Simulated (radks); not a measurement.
Values are calculated unless marked as measured or tabulated.
Question: In3+, configuration [Kr] 4d10. Code: a radial shooting solver on a logarithmic mesh with Libxc functionals. Model: scalar-relativistic Kohn-Sham, SCAN, spin-polarised, spherical densities, finite nucleus; meta-GGA in the generalised Kohn-Sham scheme; Fermi nuclear charge, rms radius 4.6156 fm. Some entries of the table are withheld. Estimate them.

orbital  occ.  eigenvalue (hartree)  <r> (bohr)  <1/r> (bohr^-1)
1s          2                   (1)     0.02972            51.85
2s          2             -154.6754         (2)            11.83
2p          6             -138.8077      0.1122            11.38
3s          2             -30.47298      0.3477            4.195
3p          6             -25.22967      0.3466            3.988
3d         10                   (3)      0.3243            3.753
4s          2              -5.61132      0.8503            1.622
4p          6              -4.04418      0.9218            1.471
4d         10              -1.77451         (4)              (5)

Answer: 
(1) 1s eigenvalue (hartree): -1022.933
(2) 2s <r> (bohr): 0.1284
(3) 3d eigenvalue (hartree): -17.12411
(4) 4d <r> (bohr): 1.146
(5) 4d <1/r> (bohr^-1): 1.160
